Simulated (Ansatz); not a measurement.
Basis-set extrapolation for C₂H₄AlF, SMILES `F[CH]1[CH2][AlH]1` (PBE0-D4/def2-TZVP geometry, frozen core, Ansatz). Multiplicity 1, RHF reference.

```
                      def2-TZVPP   def2-QZVPP
                 HF  -419.405939  -419.421089
    MP2 correlation    -0.661552    -0.713157
CCSD(T) correlation    -0.715737      not run
```

Energies in hartree. Use E(X) = E(∞) + A·exp(−7.88·√X) for Hartree–Fock and E(X) = E(∞) + B·X^(−2.97) for correlation, with X = 3 and 4, and add CCSD(T) minus MP2 of the smaller set to the MP2 limit.

Problem. What is the CCSD(T) energy at the basis-set limit?

Solution. HF limit: -419.421089 + (-0.015150) × 0.13774 = -419.42318. MP2 limit: -0.713157 + (-0.051605) × 0.74074 = -0.75138. Higher-order term: -0.715737 − (-0.661552) = -0.05418. Total: -420.22874 hartree, 67.2 kcal/mol below CCSD(T)/def2-TZVPP.
